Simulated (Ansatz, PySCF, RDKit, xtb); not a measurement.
Complex: NH3 (SMILES N) (first 4 atoms) with C3H6 (SMILES C=CC); geometry from B3LYP-D3(BJ)/def2-TZVP, rigid monomers moved along the line of their centres of mass till H4···C6 is 3.01 Å.
(charge 0, multiplicity 1):
```xyz
13

N     -0.2111    -0.2086     0.5372
H     -0.7118    -0.8550    -0.0620
H      0.7385    -0.1483     0.1871
H     -0.1655    -0.6235     1.4625
C      0.1363    -0.9567     4.6278
C     -0.5085     0.1706     4.3498
C      0.1363     1.4853     4.0503
H      1.2196    -0.9938     4.6697
H     -0.3926    -1.8792     4.8310
H     -1.5950     0.1570     4.3198
H     -0.2122     2.2574     4.7419
H      1.2231     1.4230     4.1248
H     -0.1241     1.8144     3.0410
```

Monomers are frozen at their geometry in the pair; levels with a basis set take the counterpoise correction. Rows marked so take none.

Cores are frozen in the correlated methods. Rows in 6-31G*, STO-3G carry no dispersion term and start afresh at each structure (6-31G* with six Cartesian d functions). MP2/6-31G* freezes PySCF's default core.

Run with Ansatz (Gaussian basis) for Hartree–Fock, density functionals and correlated methods; PySCF for 6-31G* rows, STO-3G rows; RDKit for the force fields; xtb for the GFN methods. 

```
level                            interaction energy (kcal/mol)
-------------------------------  -----------------------------
MMFF94                                                   -1.01
GFN2-xTB                                                 -1.42
HF/STO-3G (no counterpoise)                              -0.45
B3LYP/6-31G*                                             -0.95
B3LYP/def2-TZVPPD                                        -0.78
M06-2X/6-31G* (no counterpoise)                          -2.43
MP2/6-31G*                                                 ___
SCS-MP2/aug-cc-pVDZ                                      -1.42
CCSD(T)/aug-cc-pVDZ                                        ___
```

Problem. Fill in the missing entries.

Solution. 
- MP2/6-31G*, interaction energy (kcal/mol): -1.23
- CCSD(T)/aug-cc-pVDZ, interaction energy (kcal/mol): -1.64

Ansatz is a program for electronic structure.
